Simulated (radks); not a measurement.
Task: Method: scalar-relativistic Kohn-Sham, LDA (Slater exchange, Perdew-Wang correlation), spin-polarised, spherical densities, finite nucleus; Fermi nuclear charge, rms radius of each element as measured or else 0.836 A^(1/3) + 0.57 fm; computed with a radial shooting solver on a logarithmic mesh with Libxc functionals. Response by self-consistent Sternheimer equations with the Hartree and adiabatic LDA kernel, the relativistic mass of each level held fixed and spin-orbit coupling left out. Rank K7+, P3+, Al+, Ca8+, S4+, Cl5+, Ar6+, Si2+, Mg (NIST ground configurations) by static dipole polarisability, largest first.

Result: Mg 71.01, Al+ 23.31, Si2+ 11.21, P3+ 6.412, S4+ 4.061, Cl5+ 2.751, Ar6+ 1.957, K7+ 1.444, Ca8+ 1.097 bohr^3.
